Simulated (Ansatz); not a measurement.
The first iterations of a band of Cl3FH3HfN (9 atoms, charge 0, multiplicity 1).

The calculation used Ansatz 0.2.0, RKS BHLYP-D4/def2-SVP.

```json
{
 "movable images": "7",
 "climbing image": "yes",
 "spring": "5.0 eV/Å²",
 "optimiser": "quadratic models (default)",
 "start path": "through a guess of the saddle point",
 "force threshold": "0.05 eV/Å",
 "iteration limit": "60",
 "end points": "relaxed"
}
```

Image 0:

```xyz
9
Properties=species:S:1:pos:R:3
Hf -0.026 -0.642 0.008
N 0.528 -0.009 2.268
H -0.238 -0.211 2.901
H 0.743 0.977 2.372
Cl 2.163 0.172 -0.417
Cl -1.748 0.961 0.337
Cl -0.605 -1.422 -2.145
F -0.173 -2.299 0.945
H 1.333 -0.524 2.608
```

Image 8:

```xyz
9
Properties=species:S:1:pos:R:3
Hf 0.538 -0.223 -0.013
N -0.115 -0.486 2.292
H -1.108 -0.354 2.446
H 0.367 0.180 2.886
Cl 1.336 0.013 -2.224
Cl -0.476 1.903 0.289
Cl -0.895 -2.096 -0.288
F 2.212 -0.523 0.853
H 0.118 -1.411 2.637
```

| iteration | highest image above the first end (eV) | largest band force component (eV/Å) |
| --- | --- | --- |
| 1 | 5.225 | 7.207 |
| 2 | 2.482 | 2.775 |
| 3 | 1.521 | 2.009 |
| 4 | 1.042 | 1.427 |

Does the band converge within its limit, and where does its top end?

The run converged. It ended after 14 iterations with the highest image 0.264 eV above the first end. A vibrational analysis at the climbing image gives one clearly imaginary mode, 59i cm⁻¹, and a faint second one (13i cm⁻¹) that may be numerical noise or a soft torsion: probably a first-order saddle point.

The run took 4.1 min on 4 threads of Arm Neoverse V2, with other jobs on the host, peak memory 0.4 GiB.
